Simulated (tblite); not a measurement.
A tight-binding relaxation on `[C@H](CCC)(C(=C)CC)B`.

Computed with GFN2-xTB geometry optimisation, gas phase (tblite 0.8.0). Start geometry: from a force field or distance geometry. The command runs a driver script over a list of jobs; the input below is this job's line of settings and its coordinates in Å.

Command:
```bash
OMP_NUM_THREADS=1 python probes_run.py task.json out
```

Input:
```
{"job": {"kind": "relax", "xc": "GFN2-xTB", "basis": "xTB"}, "charge": 0, "multiplicity": 1}
B     -0.313400     2.306800     0.834900
C     -0.003600     0.982900    -0.004200
C      1.500300     0.593900     0.140600
C      1.866700    -0.568200    -0.788900
C      3.355700    -0.895500    -0.678600
C     -0.935900    -0.152700     0.420900
C     -0.910600    -0.642600     1.672400
C     -1.872400    -0.748000    -0.587000
C     -3.303300    -0.279000    -0.352800
H     -0.163300     2.337800     2.010100
H     -0.748800     3.262400     0.281800
H     -0.190700     1.236900    -1.056600
H      1.728300     0.338600     1.201200
H      2.119100     1.475200    -0.146700
H      1.289700    -1.474000    -0.491000
H      1.617200    -0.321100    -1.822000
H      3.627500    -1.168500     0.358500
H      3.958800    -0.020800    -0.999500
H      3.597400    -1.743500    -1.349100
H     -1.564300    -1.458600     1.969900
H     -0.246000    -0.236000     2.434000
H     -1.578400    -0.468100    -1.621400
H     -1.834000    -1.854800    -0.521900
H     -3.671500    -0.604900     0.646700
H     -3.977000    -0.706500    -1.121600
H     -3.368500     0.830700    -0.416400
```

Output:
```
step      E/eV     max force
  0    -734.37034    1.229
  1    -734.45928    0.753
  2    -734.49455    0.536
  3    -734.50782    0.254
  4    -734.51375    0.204
  5    -734.51697    0.179
  6    -734.52086    0.142
  7    -734.52415    0.102
  8    -734.52653    0.114
  9    -734.52782    0.102
... (150 lines left out)
160    -734.64191    0.013
161    -734.64195    0.014
162    -734.64199    0.014
163    -734.64204    0.018
164    -734.64209    0.018
165    -734.64214    0.017
166    -734.64218    0.014
167    -734.64222    0.012
168    -734.64226    0.010
169    -734.64228    0.008
```

«max force» is the largest atomic force in eV/Å.

Question: From which step on does the largest force stay under 0.1 eV/Å, and how much energy is left to gain from there?

Answer: From step 42 (0.087 eV/Å), 35.9 meV above the end.

Summary of the converged run: energy lowered by 6.3 kcal/mol over 169 steps; largest atomic force 0.008 eV/Å at the end.

Question: Give the final coordinates.

Answer: 0.469 Å rms from the input after alignment:
```
atom  x, y, z in Å
B1    -0.6407    1.9554    1.0060
C2    -0.0457    0.9020    0.0023
C3     1.4583    0.6211    0.0713
C4     1.8700   -0.5591   -0.8075
C5     3.3692   -0.8227   -0.7348
C6    -0.8862   -0.2489    0.5271
C7    -0.7320   -0.7345    1.7556
C8    -1.9205   -0.8165   -0.4062
C9    -3.0966    0.1325   -0.6330
H10   -0.0812    2.1998    2.0026
H11   -1.6644    2.4727    0.7796
H12   -0.3111    1.0638   -1.0451
H13    1.7519    0.4204    1.1020
H14    1.9936    1.5160   -0.2557
H15    1.3280   -1.4519   -0.4857
H16    1.5900   -0.3553   -1.8444
H17    3.6661   -1.0531    0.2862
H18    3.9267    0.0522   -1.0635
H19    3.6437   -1.6630   -1.3691
H20   -1.3268   -1.5599    2.1135
H21    0.0048   -0.3559    2.4410
H22   -1.4481   -1.0348   -1.3681
H23   -2.2989   -1.7553    0.0052
H24   -3.5838    0.3598    0.3126
H25   -3.8251   -0.3266   -1.2981
H26   -2.7621    1.0645   -1.0804
```

Question: How long does this job take on one thread of an Arm Neoverse N1, on a shared host?

Answer: About 2.5 s.
Labels such as C1 count atoms from 1, the log's own numbers from 0.
